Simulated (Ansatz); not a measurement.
Start from `N[BH][SnH3]` and change one element to get `N[BH][GeH3]`.

Ansatz, PBE0-D4/def2-TZVP geometries, multiplicity 1. Each molecule was computed in one conformer, which needn't be the lowest.

Elements past krypton have def2 core potentials. Scalar relativity is left out up to krypton.

```tsv
property	`N[BH][SnH3]`
size of the dipole moment (PBE/def2-TZVPP) / D	2.98
HOMO energy (ωB97M-V/def2-TZVPP) / eV	-9.60
HOMO–LUMO gap (PBE/def2-TZVPP) / eV	4.83
HOMO–LUMO gap (B3LYP/def2-TZVPP) / eV	6.49
HOMO energy (B3LYP/def2-TZVPP) / eV	-7.32
size of the dipole moment (ωB97M-V/def2-TZVPP) / D	2.92
```

Q: Give the same properties after the change, and the shifts. (Best estimate.)

A: Computed: 
```
                                          property  `N[BH][GeH3]`  shift
    size of the dipole moment (PBE/def2-TZVPP) / D           2.66  -0.32
             HOMO energy (ωB97M-V/def2-TZVPP) / eV          -9.96  -0.36
               HOMO–LUMO gap (PBE/def2-TZVPP) / eV           5.24   0.41
             HOMO–LUMO gap (B3LYP/def2-TZVPP) / eV           6.98   0.49
               HOMO energy (B3LYP/def2-TZVPP) / eV          -7.62  -0.30
size of the dipole moment (ωB97M-V/def2-TZVPP) / D           2.62  -0.30
```

With PBE0 the HOMO falls by 0.31 eV and the LUMO rises by 0.19 eV, so the gap widens by about 0.50 eV. PBE moves the HOMO by -0.24 eV and ωB97M-V by -0.36 eV. Dipoles are sizes alone; their direction can turn.

B3LYP here is the variant with VWN-RPA as its local correlation; programs differ in this.
